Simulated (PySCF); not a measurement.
**Removing an electron from `CC[C@@H]1OBO[C@@H]1F`**

C4H8BFO2.
Numbering: `[CH3:1][CH2:2][C@@H:3]1[O:4][BH:5][O:6][C@@H:7]1[F:8]` (hydrogens: H9, H10, H11 on C1; H12, H13 on C2; H14 on C3; H15 on B5; H16 on C7)

Structure used (PBE0-D3(BJ)/def2-SVP), in Å, numbered top down from 1:
```
atom  x, y, z in Å
C1     2.1655    0.3022   -0.4110
C2     0.8682    0.7392    0.2475
C3    -0.1594   -0.3698    0.2998
O4    -0.4953   -0.8321   -1.0091
B5    -1.8428   -0.9648   -1.0675
O6    -2.4703   -0.5645    0.0880
C7    -1.5180    0.0200    0.9141
F8    -1.6998    1.3725    0.9042
H9     2.8846    1.1329   -0.4571
H10    2.6415   -0.5227    0.1432
H11    1.9809   -0.0482   -1.4367
H12    1.0522    1.0826    1.2792
H13    0.4259    1.5936   -0.2875
H14    0.2490   -1.2311    0.8591
H15   -2.4341   -1.4006   -2.0141
H16   -1.6553   -0.3185    1.9530
```

Level: PBE0/def2-SVPD (PySCF). Frontier orbitals with their largest atomic shares (Löwdin; up to four atoms above 4 %):

```csv
orbital,ε (eV),main atoms
HOMO−3,-10.20,"O6 28 %, C1 16 %, C2 10 %, O4 8 %"
HOMO−2,-9.78,"C2 23 %, C1 22 %, H13 10 %, H11 9 %"
HOMO−1,-9.39,"C7 18 %, C3 17 %, F8 14 %, O6 11 %"
HOMO,-8.95,?
LUMO,0.21,"B5 30 %, O4 13 %, O6 12 %, H15 8 %"
LUMO+1,0.63,"B5 38 %, O4 11 %, O6 9 %, C1 6 %"
LUMO+2,1.09,"B5 20 %, C1 15 %, H9 10 %, C2 9 %"
```

Question: What vertical ionisation energy does ΔSCF give, and how far is −ε(HOMO) from it?

Answer: ΔSCF: 10.97 eV (1058 kJ/mol; threshold wavelength 113 nm); ⟨S²⟩ of the doublet left behind is 0.758, against 0.75 for a pure doublet. −ε(HOMO) is 8.95 eV, 2.02 eV below it. In exact Kohn–Sham theory the two would be equal; PBE0 (global hybrid, 25 % exact exchange) falls short of its own ΔSCF value by 18 %.

Question: On which atoms does the HOMO lie?

Answer: O4 (boron-bound oxygen) 40 %, O6 (boron-bound oxygen) 15 %, C3 (sp3 carbon bound to oxygen) 12 %, C2 (chain CH2 carbon) 8 %. The HOMO−1 lies 0.44 eV lower.

Question: What total energies stand behind the ΔSCF value?

Answer: E(N) = -431.70927 Eh and E(N − 1) = -431.30630 Eh at the same geometry, 0.40297 Eh apart.

Question: Shift the occupied levels rigidly so that −ε(HOMO) equals the ΔSCF value. What binding energies result?

Answer: The shift is +2.02 eV: HOMO 10.97, HOMO−1 11.41, HOMO−2 11.80, HOMO−3 12.22 eV. A rigid shift is only a rough guide to the deeper ionisations.

Isolated species at its PBE0-D3(BJ)/def2-SVP geometry (one conformer only).
